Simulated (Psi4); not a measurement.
C$_{2}$F$_{5}$ (SMILES F[C](F)C(F)(F)F), doublet, at a GFN2-xTB geometry; TPSS/6-31G run with Psi4 1.11.

Input for Psi4:
```
memory 2 GB

molecule mol {
0 2
  F     1.332635   -1.345087   -0.099566
  C     0.893425   -0.103234   -0.222958
  F     1.694971    0.761642    0.376912
  C    -0.594255    0.119169   -0.075004
  F    -1.032315   -0.089740    1.181801
  F    -0.918852    1.369233   -0.395500
  F    -1.275887   -0.706672   -0.865007
}

set basis 6-31g
set reference uks
set dft_radial_scheme becke

energy('tpss')
print_variables()
```

What the program printed (banner, timings and long lists left out):

```
   => Loading Basis Set <=

    Name: 6-31G
    Role: ORBITAL
    Keyword: BASIS

         ---------------------------------------------------------
                                   SCF
               by Justin Turney, Rob Parrish, Andy Simmonett
                          and Daniel G. A. Smith
                              UKS Reference
         ---------------------------------------------------------

  ==> Geometry <==

    Molecular point group: c1
    Full point group: C1

    Geometry (in Angstrom), charge = 0, multiplicity = 2:

       Center              X                  Y                   Z               Mass
    ------------   -----------------  -----------------  -----------------  -----------------
         F            1.334308671234    -1.344997758423    -0.101232488318    18.998403162730
         C            0.895098671234    -0.103144758423    -0.224624488318    12.000000000000
         F            1.696644671234     0.761731241577     0.375245511682    18.998403162730
         C           -0.592581328766     0.119258241577    -0.076670488318    12.000000000000
         F           -1.030641328766    -0.089650758423     1.180134511682    18.998403162730
         F           -0.917178328766     1.369322241577    -0.397166488318    18.998403162730
         F           -1.274213328766    -0.706582758423    -0.866673488318    18.998403162730

  Running in c1 symmetry.

  Rotational constants: A =      0.12583  B =      0.07741  C =      0.06400 [cm^-1]
  Rotational constants: A =   3772.22974  B =   2320.71686  C =   1918.64381 [MHz]
  Nuclear repulsion =  343.051225266946176

  Charge       = 0
  Multiplicity = 2
  Electrons    = 57
  Nalpha       = 29
  Nbeta        = 28

  ==> Algorithm <==

  SCF Algorithm Type is DF.
  DIIS enabled.
  MOM disabled.
  Fractional occupation disabled.
  Guess Type is SAD.
  Energy threshold   = 1.00e-06
  Density threshold  = 1.00e-06
  Integral threshold = 1.00e-12

  ==> Primary Basis <==

  Basis Set: 6-31G
    Blend: 6-31G
    Number of shells: 35
    Number of basis functions: 63
    Number of Cartesian functions: 63
    Spherical Harmonics?: false
    Max angular momentum: 1

  ==> DFT Potential <==

   => LibXC <=

    Version 7.1.2
    S. Lehtola, C. Steigemann, M. J. T. Oliveira, and M. A. L. Marques,  SoftwareX 7, 1–5 (2018) (10.1016/j.softx.2017.11.002)

   => Composite Functional: TPSS <=

    TPSS Meta-GGA XC Functional

    J. Tao, et al., Phys. Rev. Lett., 91, 146401, 2003

    Deriv               =              1
    GGA                 =           TRUE
    Meta                =           TRUE

    Exchange Hybrid     =          FALSE
    MP2 Hybrid          =          FALSE

   => Exchange Functionals <=

    1.0000   XC_MGGA_X_TPSS

   => Correlation Functionals <=

    1.0000   XC_MGGA_C_TPSS

   => LibXC Density Thresholds  <==

    XC_MGGA_C_TPSS:  1.00E-15
    XC_MGGA_X_TPSS:  1.00E-15

   => Molecular Quadrature <=

    Radial Scheme          =          BECKE
    Pruning Scheme         =           NONE
    Nuclear Scheme         =       TREUTLER

    Blocking Scheme        =         OCTREE
    BS radius alpha        =              1
    Pruning alpha          =              1
    Radial Points          =             75
    Spherical Points       =            302
    Total Points           =         130870
    Total Blocks           =           1003
    Max Points             =            256
    Max Functions          =             60
    Weights Tolerance      =       1.00E-15

   => Loading Basis Set <=

    Name: (6-31G AUX)
    Role: JKFIT
    Keyword: DF_BASIS_SCF

  ==> Integral Setup <==

  SCF_SUBTYPE=INCORE selected. In-core MEM_DF algorithm will be used.
  Using in-core AOs.

  ==> MemDFJK: Density-Fitted J/K Matrices <==

    J tasked:                   Yes
    K tasked:                    No
    wK tasked:                   No
    Algorithm:                 Core
    Schwarz Cutoff:           1E-12
    Mask sparsity (%):       3.9809
[...]

  ==> Pre-Iterations <==

  SCF Guess: Superposition of Atomic Densities via on-the-fly atomic UHF (no occupation information).

   -------------------------
    Irrep   Nso     Nmo
   -------------------------
     A         63      63
   -------------------------
    Total      63      63
   -------------------------

  ==> Iterations <==

                           Total Energy        Delta E     RMS |[F,P]|

   @DF-UKS iter SAD:  -575.23171514386104   -5.75232e+02   0.00000e+00
   @DF-UKS iter   1:  -575.16638906066203    6.53261e-02   7.87318e-03 ADIIS/DIIS
   @DF-UKS iter   2:  -575.03846465203549    1.27924e-01   1.27436e-02 ADIIS/DIIS
   @DF-UKS iter   3:  -575.24362429991538   -2.05160e-01   1.17625e-03 ADIIS/DIIS
   @DF-UKS iter   4:  -575.24626385489728   -2.63955e-03   4.36669e-04 ADIIS/DIIS
   @DF-UKS iter   5:  -575.24652877145923   -2.64917e-04   1.64935e-04 ADIIS/DIIS
   @DF-UKS iter   6:  -575.24656779608313   -3.90246e-05   2.23560e-05 DIIS
   @DF-UKS iter   7:  -575.24656843389414   -6.37811e-07   2.29686e-05 DIIS
   @DF-UKS iter   8:  -575.24656921110795   -7.77214e-07   5.47300e-06 DIIS
   @DF-UKS iter   9:  -575.24656925628119   -4.51732e-08   1.99261e-06 DIIS
   @DF-UKS iter  10:  -575.24656926426087   -7.97968e-09   3.28965e-07 DIIS
  Energy and wave function converged.

  ==> Post-Iterations <==

   Electrons on quadrature grid:
      Nalpha   =   29.0000011613 ; deviation = 1.161e-06
      Nbeta    =   27.9999988832 ; deviation = -1.117e-06
      Ntotal   =   57.0000000446 ; deviation = 4.457e-08

   @Spin Contamination Metric:   2.172871781E-03
   @S^2 Expected:                7.500000000E-01
   @S^2 Observed:                7.521728718E-01
   @S   Expected:                5.000000000E-01
   @S   Observed:                5.000000000E-01

    Orbital Energies [Eh]
    ---------------------

    Alpha Occupied:

[...]
    Alpha Virtual:

[...]
      63A      2.425016

    Beta Occupied:

[...]
      28A     -0.366267

    Beta Virtual:

[...]
    Final Occupation by Irrep:
              A
    DOCC [    28 ]
    SOCC [     1 ]
    NA   [    29 ]
    NB   [    28 ]

  @DF-UKS Final Energy:  -575.24656926426087

   => Energetics <=

    Nuclear Repulsion Energy =            343.0512252669461759
    One-Electron Energy =               -1479.5000262128696704
    Two-Electron Energy =                 624.4594108345853556
    DFT Exchange-Correlation Energy =     -63.2571791529227738
    Empirical Dispersion Energy =           0.0000000000000000
    VV10 Nonlocal Energy =                  0.0000000000000000
    Total Energy =                       -575.2465692642608701

  UHF NO Occupations:
  HONO-2 :   27  A 1.9997613
  HONO-1 :   28  A 1.9994244
  HONO-0 :   29  A 1.0000000
  LUNO+0 :   30  A 0.0005756
  LUNO+1 :   31  A 0.0002387
  LUNO+2 :   32  A 0.0001240
  LUNO+3 :   33  A 0.0001002

Computation Completed

Properties will be evaluated at   0.000000,   0.000000,   0.000000 [a0]

Properties computed using the SCF density matrix

 Multipole Moments:

 ------------------------------------------------------------------------------------
     Multipole            Electronic (a.u.)      Nuclear  (a.u.)        Total (a.u.)
 ------------------------------------------------------------------------------------

 L = 1.  Multiply by 2.5417464519 to convert [e a0] to [Debye]
 Dipole X            :          0.0058255            0.1802558            0.1860813
 Dipole Y            :         -0.0232037            0.0096013           -0.0136024
 Dipole Z            :          0.0981607           -0.1795274           -0.0813667
 Magnitude           :                                                    0.2035481

 ------------------------------------------------------------------------------------

  Variable Map:
  ----------------------------------------------------------------------------
[...]
  Array Variable Map:
  ----------------------------------------------------------------------------
[...]
[...]
```
